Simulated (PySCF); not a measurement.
Cd(Et)(OSiH3) (C₂H₈CdOSi), SMILES C[CH2][Cd][O][SiH3]. Heavy atoms are numbered as in [Cd:1]([CH2:2][CH3:3])[O:9][SiH3:10]. Hydrogens are named by the atom that carries them.

Geometry: PBE-D3(BJ)/def2-SVP. The def2 effective core potentials stand for the cores of Cd; spin–orbit coupling is left out. One conformer was computed; it need not be the lowest.

Level of theory: PBE0/def2-TZVP in PySCF.

ESP charges are fitted to the potential on shells at 1.4 to 2.0 van der Waals radii. Atomic charges (e), one atom of each kind:

| atom | Löwdin | ESP fit | Mulliken |
|---|---|---|---|
| Cd1 | 0.81 | 0.68 | 0.73 |
| C2 (CH2) | -0.56 | -0.42 | -0.47 |
| C3 (CH3) | [?] | 0.00 | -0.38 |
| H on C2 | [?] | 0.09 | 0.13 |
| H on C3 | 0.12 | 0.01 | 0.13 |
| O9 | -0.36 | -0.57 | -0.65 |
| Si10 (SiH3) | [?] | 0.38 | 0.31 |
| H on Si10 | [?] | -0.11 | -0.07 |

Problem. Complete the blanks. (An estimate is asked for; the answer gives what the named calculation found.)

Solution. 
- C3 (CH3), Löwdin: -0.38
- H on C2, Löwdin: 0.13
- Si10 (SiH3), Löwdin: 0.04
- H on Si10, Löwdin: -0.06
